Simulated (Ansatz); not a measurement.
Clusters of 8 atoms, alloy: gap (eV) at several levels, gas phase, relaxed structures; Ansatz. Clusters are the lowest isomers that short searches found in that spin, judged at the geometry's level. Core potentials for Ag, Au, Sn in the def2 sets, no spin–orbit coupling. HOMO and LUMO are taken over both spins. Singlets are spin-restricted. The structures are stationary points that may keep the symmetry of their start. Remarks come from the PBE and PBE0 runs and from stability tests at other levels; not every state was tested.

```json
{"species": "Li3Al5⁺", "state": "doublet", "geometry": "PBE-D4/def2-SVP", "PBE-D4/def2-SVP": "0.51", "PBE-D4/def2-TZVP": "0.55", "r2SCAN-D4/def2-TZVP": "0.93", "PBE0-D4/def2-SVP": "1.73", "PBE0-D4/def2-TZVP": "1.80", "remarks": "–"}
{"species": "Li7Sn", "state": "doublet", "geometry": "PBE0-D4/def2-TZVP", "PBE-D4/def2-SVP": "0.59", "PBE-D4/def2-TZVP": "0.59", "r2SCAN-D4/def2-TZVP": "0.82", "PBE0-D4/def2-SVP": "1.51", "PBE0-D4/def2-TZVP": "1.52", "remarks": "–"}
{"species": "Ag7Se⁺", "state": "singlet", "geometry": "PBE0-D4/def2-SVP", "PBE-D4/def2-SVP": "1.31", "PBE-D4/def2-TZVP": "1.33", "r2SCAN-D4/def2-TZVP": "1.47", "PBE0-D4/def2-SVP": "2.54", "PBE0-D4/def2-TZVP": "2.57", "remarks": "–"}
{"species": "Si7Au", "state": "doublet", "geometry": "PBE0-D4/def2-SVP", "PBE-D4/def2-SVP": "0.44", "PBE-D4/def2-TZVP": "0.43", "r2SCAN-D4/def2-TZVP": "0.61", "PBE0-D4/def2-SVP": "1.73", "PBE0-D4/def2-TZVP": "1.73", "remarks": "–"}
{"species": "Al2Cu6", "state": "singlet", "geometry": "r2SCAN-D4/def2-SVP", "PBE-D4/def2-SVP": "0.87", "PBE-D4/def2-TZVP": "0.90", "r2SCAN-D4/def2-TZVP": "1.07", "PBE0-D4/def2-SVP": "2.09", "PBE0-D4/def2-TZVP": "2.13", "remarks": "restricted SCF unstable in HF"}
```

(1) Estimate the rows for Li5Al3 (singlet, r2SCAN-D4/def2-SVP geometry); Li7Al (singlet, PBE0-D4/def2-TZVP geometry).

(1) 
```tsv
species	state	geometry	PBE-D4/def2-SVP	PBE-D4/def2-TZVP	r2SCAN-D4/def2-TZVP	PBE0-D4/def2-SVP	PBE0-D4/def2-TZVP	remarks
Li5Al3	singlet	r2SCAN-D4/def2-SVP	1.03	1.05	1.27	2.04	2.07	restricted SCF unstable in HF
Li7Al	singlet	PBE0-D4/def2-TZVP	1.09	1.12	1.27	2.03	2.07	restricted SCF unstable in HF
```
